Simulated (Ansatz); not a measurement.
A nudged elastic band was laid between two geometries of CH$_{5}$BClNS (10 atoms, charge 0, multiplicity 1).

Theory: RKS B3LYP-D4/6-31G (Ansatz 0.2.0).

| Quantity | Value |
| --- | --- |
| movable images | 5 |
| climbing image | yes |
| spring | 5.0 eV/Å² |
| optimiser | quadratic models (default) |
| start path | IDPP |
| force threshold | 0.03 eV/Å |
| iteration limit | 60 |
| end points | relaxed |

First end point:

```xyz
10
Properties=species:S:1:pos:R:3
C -1.494 0.466 1.250
S 0.390 0.428 1.055
B 0.649 -0.251 -0.645
N 1.937 -0.427 -1.149
Cl -0.771 -0.712 -1.720
H -1.894 -0.544 1.170
H -1.677 0.871 2.245
H -1.932 1.110 0.489
H 2.109 -0.795 -2.074
H 2.765 -0.197 -0.618
```

Last end point:

```xyz
10
Properties=species:S:1:pos:R:3
C -1.494 0.472 1.248
S 0.390 0.436 1.052
B 0.649 -0.254 -0.643
N 1.937 -0.432 -1.148
Cl -0.770 -0.726 -1.714
H -1.893 -0.538 1.165
H -1.677 0.874 2.244
H -1.932 1.119 0.489
H 2.766 -0.197 -0.619
H 2.108 -0.806 -2.070
```

**Question.** Which bonds break or form, and what moves?

**Answer.** No bond is made or broken. The dihedral Cl5–B3–N4–H9 goes from 0 to -180°. The two ends are copies of one structure, up to a mirror image or an exchange of like atoms.

**Question.** Give the energies along the band, and the barrier.

**Answer.** The run converged. The highest image is number 3 of 0 to 6, 19.2 kcal/mol above the ends, which have the same energy within 2 meV. A vibrational analysis at the climbing image gives one clearly imaginary mode, 604i cm⁻¹: a first-order saddle point. Limits of this set-up: no polarisation functions.

```csv
image,path coordinate (Å),energy (kcal/mol),dihedral Cl5–B3–N4–H9 (°)
0,0.00,0.0,0
1,0.61,3.0,25
2,1.22,13.0,55
3,1.83,19.2,84
4,2.45,12.9,122
5,3.06,2.8,157
6,3.68,0.0,-180
```

**Question.** What is the geometry of the highest image?

**Answer.** 
```xyz
10
Properties=species:S:1:pos:R:3
C -1.502 0.607 1.212
S 0.357 0.708 0.854
B 0.658 -0.336 -0.611
N 1.979 -0.468 -1.134
Cl -0.792 -1.209 -1.386
H -1.780 -0.427 1.410
H -1.673 1.228 2.091
H -2.058 0.989 0.357
H 2.314 0.099 -1.899
H 2.580 -1.241 -0.890
```

**Question.** What are the harmonic wavenumbers there?

**Answer.** 604i, 105, 138, 178, 306, 329, 410, 415, 485, 659, 861, 952, 1000, 1021, 1271, 1395, 1514, 1515, 1646, 3099, 3211, 3212, 3608, 3713 cm⁻¹.

Time of the run: 2.2 min on 1 CPU thread of a shared host.
